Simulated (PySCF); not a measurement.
Species: C7H9NOSi.
Atom-mapped SMILES: `[CH3:1][CH2:2][C:3]1=[CH:4][SiH2:5][C:6]([C:7]#[N:8])=[CH:9][O:10]1`

NICS = −σ at a ghost point: NICS(0) at the centroid of the ring atoms, NICS(1) 1 Å to either side along the normal of their mean plane, zz for the tensor component along that normal. Level: GIAO PBE0/pcSseg-1 (PySCF, non-relativistic, gas phase) on the GFN2-xTB geometry, one conformer.

Ring bond lengths (Å), with Mayer bond orders in brackets: C3–C4 1.337 (1.80), C4–Si5 1.867 (0.89), Si5–C6 1.884 (0.78), C6–C9 1.344 (1.72), C9–O10 1.338 (1.07), O10–C3 1.366 (0.96).

Question: Give the NICS values of each ring in ppm.

Answer: 
```tsv
ring	type	NICS(0)	NICS(1), two faces	NICS(1)zz, two faces	rms pucker (Å)	centre to ring atoms, mean (Å)
C3–C4–Si5–C6–C9–O10	6-membered ring with O and Si; formal bonds 2 double, 4 single	-0.5	-2.0 / -1.9	1.1 / 0.8	0.00	1.51
```

Question: What do they say, and how far can they be read as aromaticity?

Answer: 
- C3–C4–Si5–C6–C9–O10: mean NICS(1)zz 0.9 ppm, near zero. Si5 has four or more neighbours, so the value isn't read as a sign of a π ring current.

Question: What is the mean of the two in-plane components of NICS at the second NICS(1) probe listed for ring C3–C4–Si5–C6–C9–O10, 1 Å off the ring?

Answer: The isotropic value is a third of the trace: (3 × -1.9 − (0.8))/2 = -3.2 ppm.

Question: List the ring angles and the Hirshfeld charges of the ring atoms.

Answer: 
- C3–C4–Si5–C6–C9–O10: C3 125.9° (+0.096 e), C4 123.8° (-0.180 e), Si5 96.8° (+0.340 e), C6 121.3° (-0.115 e), C9 128.5° (+0.071 e), O10 123.7° (-0.054 e); sum 720.0° against 720° for a flat convex ring.

Question: What are the shieldings of the ring atoms and their hydrogens in the same run (means over atoms taken as equivalent)?

Answer: 
| atoms | environment | σ isotropic (ppm) | principal values of the symmetric part, first atom (ppm) |
| --- | --- | --- | --- |
| C3 | vinylic carbon bearing oxygen | 10.2 | -117.2, 45.8, 102.0 |
| C4 | alkene CH carbon | 91.8 | -4.3, 105.4, 174.1 |
| Si5 | SiH2 silicon | 424.1 | 369.9, 435.5, 467.0 |
| C6 | fully substituted alkene carbon | 101.6 | 4.8, 119.9, 180.0 |
| C9 | vinylic carbon bearing oxygen | 15.7 | -106.2, 47.7, 105.6 |
| O10 | cyclic ether oxygen | 106.8 | -24.9, 34.7, 310.5 |
| H on C4 | vinylic hydrogen | 26.59 | 24.0, 25.7, 30.0 |
| H on Si5 (×2) | Si–H hydrogen | 26.75 | 23.7, 24.6, 32.0 |
| H on C9 | vinylic hydrogen | 24.00 | 20.5, 23.4, 28.0 |

Conformer computed: `[CH3:1][CH2:2][C:3]1=[CH:4][SiH2:5][C:6]([C:7]#[N:8])=[CH:9][O:10]1`: C1–C2–C3–C4 -98°.
